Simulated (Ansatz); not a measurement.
Species: C$_{2}$H$_{3}$BBr, charge 0, multiplicity 2. It need not be the lowest isomer of its formula. SMILES: C=C[B]Br
Coordinates optimised at B3LYP-D3(BJ)/def2-TZVP (Ansatz, a quantum-chemistry and plane-wave program):
```
C
C 1 1.3395
H 2 1.0838 1 121.02
H 2 1.0846 3 116.69 1 -180.00
H 1 1.0894 2 118.46 3 180.00
B 1 1.5241 5 120.36 2 180.00
Br 6 1.8979 1 126.18 5 0.00
```
Charge 0, spin multiplicity 2.

Quantity: atomisation energy (electronic, to ground-state atoms), in eV. Cores are frozen in the correlated levels unless marked. Open shells are spin-unrestricted. Spin-orbit coupling is left out. Frozen are the shells of the preceding noble gas and the d and f shells that filled before the atom's block. Non-relativistic. The coupled-cluster limit lacks core correlation, which all-electron functionals hold. CBS marks a two-point X^-3 extrapolation of the correlation energy; Hartree-Fock from the larger set.

```tsv
level	program	atomisation energy (eV)	minus last row
HF/aug-cc-pVDZ	Ansatz	20.47	-6.76
PBE0-D3(BJ)/def2-TZVP	Ansatz + dftd3	27.91	0.68
HSE06/def2-TZVPD	Ansatz	27.82	0.59
SCS-MP2/cc-pVTZ	Ansatz	26.72	-0.51
CCSD/CBS(aug-cc-pVTZ,aug-cc-pVQZ)	Ansatz	26.69	-0.54
CCSD(T)/aug-cc-pVQZ	Ansatz	27.01	-0.22
CCSD(T)/CBS(aug-cc-pVTZ,aug-cc-pVQZ)	Ansatz	27.23	0.00
```
